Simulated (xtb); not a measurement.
xtb input (GFN2-xTB):

```bash
xtb mol.xyz --gfn 2 --sp --chrg 0 --uhf 0
```
mol.xyz:
```
5

Zr    -0.00000000     0.00000000     0.00000000
H      0.93193131     1.19448915     1.21314022
H      0.95523157    -1.18293019    -1.20632430
H     -0.94669774     1.20396427    -1.19215894
H     -0.94046514    -1.21552324     1.18534302
```

End of the output:

```
         :::::::::::::::::::::::::::::::::::::::::::::::::::::
         ::                     SUMMARY                     ::
         :::::::::::::::::::::::::::::::::::::::::::::::::::::
         :: total energy              -3.659119767527 Eh    ::
         :: gradient norm              0.012741752706 Eh/a0 ::
         :: HOMO-LUMO gap              2.931326409699 eV    ::
         ::.................................................::
         :: SCC energy                -3.664374020001 Eh    ::
         :: -> isotropic ES            0.016263690423 Eh    ::
         :: -> anisotropic ES          0.003320746637 Eh    ::
         :: -> anisotropic XC          0.000024559803 Eh    ::
         :: -> dispersion             -0.002787394671 Eh    ::
         :: repulsion energy           0.005254252474 Eh    ::
         :: add. restraining           0.000000000000 Eh    ::
         :: total charge              -0.000000000000 e     ::
         :::::::::::::::::::::::::::::::::::::::::::::::::::::

           -------------------------------------------------
          |                Property Printout                |
           -------------------------------------------------

    * Orbital Energies and Occupations

         #    Occupation            Energy/Eh            Energy/eV
      -------------------------------------------------------------
         1        2.0000           -0.5890423             -16.0287
         2        2.0000           -0.4492561             -12.2249
         3        2.0000           -0.4492561             -12.2249
         4        2.0000           -0.4286670             -11.6646 (HOMO)
         5                         -0.3209427              -8.7333 (LUMO)
         6                         -0.3208534              -8.7309
         7                         -0.3162449              -8.6055
         8                         -0.3162449              -8.6055
         9                         -0.3099638              -8.4345
        10                          0.2197473               5.9796
        11                          0.2738004               7.4505
        12                          0.4222268              11.4894
        13                          0.4222268              11.4894
      -------------------------------------------------------------
                  HL-Gap            0.1077243 Eh            2.9313 eV
             Fermi-level           -0.3748048 Eh          -10.1990 eV

     #   Z          covCN         q      C6AA      α(0)
     1  40 Zr       3.236     1.173    99.760    24.034
     2   1 H        0.809    -0.293    21.764     7.326
     3   1 H        0.809    -0.293    21.764     7.326
     4   1 H        0.809    -0.293    21.764     7.326
Note: The following floating-point exceptions are signalling: IEEE_DENORMAL
normal termination of xtb
     5   1 H        0.809    -0.293    21.764     7.326

 Mol. C6AA /au·bohr⁶  :        785.843537
 Mol. C8AA /au·bohr⁸  :      35876.535852
 Mol. α(0) /au        :         53.337510

Wiberg/Mayer (AO) data.
largest (>0.10) Wiberg bond orders for each atom

 ---------------------------------------------------------------------------
     #   Z sym  total        # sym  WBO       # sym  WBO       # sym  WBO
 ---------------------------------------------------------------------------
     1  40 Zr   3.347 --     4 H    0.837     5 H    0.837     3 H    0.837
                             2 H    0.837
     2   1 H    0.914 --     1 Zr   0.837
     3   1 H    0.914 --     1 Zr   0.837
     4   1 H    0.914 --     1 Zr   0.837
     5   1 H    0.914 --     1 Zr   0.837
 ---------------------------------------------------------------------------

Topologies differ in total number of bonds
Writing topology from bond orders to xtbtopo.mol

molecular dipole:
                 x           y           z       tot (Debye)
 q only:       -0.000       0.000       0.000
   full:       -0.000       0.000      -0.000       0.000
molecular quadrupole (traceless):
                xx          xy          yy          xz          yz          zz
 q only:        2.295       0.021      -1.147       0.012       0.000      -1.147
  q+dip:        1.785       0.016      -0.892       0.010       0.000      -0.893
   full:        3.971       0.036      -1.985       0.022       0.000      -1.986

           -------------------------------------------------
          | TOTAL ENERGY               -3.659119767527 Eh   |
          | GRADIENT NORM               0.012741752706 Eh/α |
          | HOMO-LUMO GAP               2.931326409699 eV   |
           -------------------------------------------------

------------------------------------------------------------------------
------------------------------------------------------------------------
 total:
 SCF:
```

This state (charge 0, singlet) is run at the relaxed geometry of the species with charge -1 and multiplicity 2.
